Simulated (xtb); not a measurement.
F$_{4}$Ti (SMILES [F][Ti]([F])([F])[F]), singlet, geometry from GFN2-xTB (such geometries of metal compounds can be far from the true shape), atoms displaced at random by about 0.02 Å a coordinate.

The xtb input:
```
$ xtb mol.xyz --gfn 1 --opt --json

# file mol.xyz
5

Ti    -0.00951288     0.01293520    -0.02679725
F      1.08545306     0.75818839    -1.03261629
F      0.78820340    -1.07254041     1.05647847
F     -1.10062278    -0.90078837    -0.91294732
F     -0.88739709     1.15536380     0.93693019
```

Q: Predict the HOMO-LUMO gap from xtb with GFN1-xTB.

A: 4.85 eV

Q: What total energy at the end of the optimisation does GFN1-xTB give?

A: -22.0068 Eh
